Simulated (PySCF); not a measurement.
**PdCl₃⁺: from structure and modes to constants**

These are results of PySCF, UPBE0, basis Pd def2-SVP with ECP28, Cl def2-SVP (scalar-relativistic core potentials, no spin–orbit coupling, density fitting), not measurements.

The triplet minimum has Cs symmetry. Masses (u): Pd 105.90348, Cl 34.96885.

```xyz
4
charge 1 multiplicity 3, angstrom
Pd    0.0893    0.0000   -0.4273
Cl   -0.3902    0.0000    1.7869
Cl    2.2863    0.0000   -0.4181
Cl   -2.1669    0.0000   -0.0750
```

Harmonic wavenumbers (cm⁻¹): 76.5 (a'', ×1), 99.2 (a', ×1), 200.8 (a', ×1), 297.9 (a', ×1), 369.5 (a', ×1), 400.5 (a', ×1).

(1) Find the principal moments of inertia and the rotational constants. What kind of rotor is it?

(2) Find the vibrational entropy and heat capacity at 298.15 K.

Answers

(1) About the centre of mass I = 123.56, 366.9, 490.46 u Å². With B = 16.8576/I this gives 0.1364, 0.04595, 0.03437 cm⁻¹. The molecule is an asymmetric top with κ = -0.77.

(2) With u = 1.43878 ω/T, each mode gives S = R[u/(eᵘ−1) − ln(1−e⁻ᵘ)] and C = R u² eᵘ/(eᵘ−1)².
| ω (cm⁻¹) | u | S (J/(mol K)) | C (J/(mol K)) |
| --- | --- | --- | --- |
| 76.5 | 0.369 | 16.64 | 8.22 |
| 99.2 | 0.479 | 14.52 | 8.16 |
| 200.8 | 0.969 | 8.90 | 7.69 |
| 297.9 | 1.437 | 5.98 | 7.02 |
| 369.5 | 1.783 | 4.53 | 6.42 |
| 400.5 | 1.933 | 4.02 | 6.15 |
The sums over all modes are S = 54.6 and C = 43.7 J/(mol K); the softest mode gives 30 % of the entropy.

Only a few start shapes were tried, so a lower isomer may exist. Open d and f shells are described by one determinant, and the ground state may have another occupation or spin.
